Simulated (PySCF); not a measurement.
# One molecule, several mistakes: BH6NSi2

Calculated results; nothing here was measured. They come from PySCF 2.14.0, an open-source quantum chemistry program, on an isolated molecule that a program drew, which may never have been made. The molecule is BH6NSi2 (charge 0, singlet), drawn as the SMILES string `BN[Si][SiH3]`.

Each row is a Hartree-Fock (HF) and frozen-core CCSD(T) single point in the cc-pV(D+d)Z basis, meant for a local HF minimum. Run 1 is clean. Each other run has one planted mistake out of seven kinds, and not every kind appears here: one electron removed, one electron added, multiplicity raised by two, geometry at a saddle point, minimal basis STO-3G, one bond length entered in bohr, all coordinates scaled. The reference is restricted for singlets and unrestricted otherwise, and also for a bond in bohr. Adding or removing an electron swaps singlet and doublet. Electrons count all cores. HOMO and LUMO are orbital energies over both spins, the gradient is its largest component, and the lowest frequency (negative if imaginary) is given only where the gradient is small. Bond lengths are over the 9 bonds as drawn. T1 is the CCSD diagnostic: over 0.02 (restricted) or 0.045 (unrestricted) a single reference is doubtful.

Geometry of the clean run:
```xyz
10
BH6NSi2, angstrom
B    -1.4044    2.1631    0.8661
N    -1.4876    0.7522    0.7174
Si   -0.3751   -0.5686    0.9887
Si    1.6146    0.6007    1.7742
H    -0.3927    2.6696    1.2579
H    -2.3571    2.8430    0.5956
H    -2.3813    0.4333    0.3822
H     1.3795    1.3460    3.0379
H     2.1642    1.5391    0.7618
H     2.6535   -0.4283    2.0450
```

```
run,electrons,basis functions,<S^2>,HOMO (eV),LUMO (eV),gradient (hartree/bohr),lowest frequency (cm^-1),mean bond (Å),longest bond (Å),T1,HF (hartree),CCSD(T) (hartree),mistake
1,46,104,0.000,-8.25,0.66,1.6e-05,127,1.4968,2.438,0.0150,-660.50311,-661.01760,no fault
2,46,34,0.000,-5.46,5.60,3.1e-02,-,1.4968,2.438,0.0164,-652.81892,-653.03970,minimal basis STO-3G
3,47,104,0.774,-0.99,7.14,6.3e-02,-,1.4968,2.438,0.0211,-660.50807,-661.03843,one electron added
4,46,104,1.134,-8.32,0.68,9.4e-03,-,1.6436,2.808,0.0529,-660.40250,-660.90127,?
```

**Which mistake was planted in run 4, and what did it cost?**

The mean bond changes by a factor of 1.098 and the longest by 1.152, so the molecule wasn't scaled as a whole. A length L in bohr read as angstrom grows by (1/0.5292 - 1) L = 0.890 L. The 9 bonds together grew by 9 x 0.1468 = 1.321 Å, which gives L = 1.485 Å. That is the length of one of the H-Si bonds, 1.486 Å in the clean geometry. So the mistake is: one bond length entered in bohr. Subtracting run 1 and multiplying by 627.51 kcal/mol a hartree, the energy moved by 63.1 kcal/mol in HF and 73.0 kcal/mol in CCSD(T).

Cautions from the logs. Run 4: T1 is over the limit, so its CCSD(T) energy is less reliable.
